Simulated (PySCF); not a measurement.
C₅H₃FOS.
InChI=1S/C5H3FOS/c6-5(7)4-2-1-3-8-4/h1-3H

Torsions of this conformer, `[O:1]=[C:2]([F:3])[c:4]1[cH:5][cH:6][cH:7][s:8]1`: O1–C2–C4–C5 179°.

The closed-shell ground state was solved at several levels (PySCF, density fitting, gas phase, non-relativistic). Isolated species at its PBE0-D3(BJ)/def2-SVP geometry (one conformer only).

| level | basis functions | total energy (Eh) | HOMO (eV) | LUMO (eV) | gap (eV) | dipole (D) |
| --- | --- | --- | --- | --- | --- | --- |
| PBE/pcSseg-2 | 337 | -765.1996 | -6.70 | -2.94 | 3.76 | 4.16 |
| PBE0/pcSseg-1 | 158 | -765.0082 | -7.76 | -2.13 | 5.63 | 4.24 |

Q: What might wB97X-D/def2-SVPD (197 basis functions) give for the same quantities?

A: Total energy -765.0971 Eh, HOMO -9.53 eV, LUMO -0.49 eV, gap 9.04 eV, dipole 4.33 D.

Q: Over all these levels, which gives the widest orbital gap and which the narrowest?

A: wB97X-D/def2-SVPD (range-separated hybrid) has the widest, 9.04 eV, and PBE/pcSseg-2 (GGA) the narrowest, 3.76 eV. Functional and basis both differ between the two, so the spread mixes both effects.

Q: How far do the dipole and the HOMO energy spread over the levels?

A: The dipole runs from 4.16 to 4.33 D (mean 4.24 D) and the HOMO from -9.53 to -6.70 eV.

Note: wB97X-D ran without an empirical dispersion term, which enters the total energy and its gradient alone.
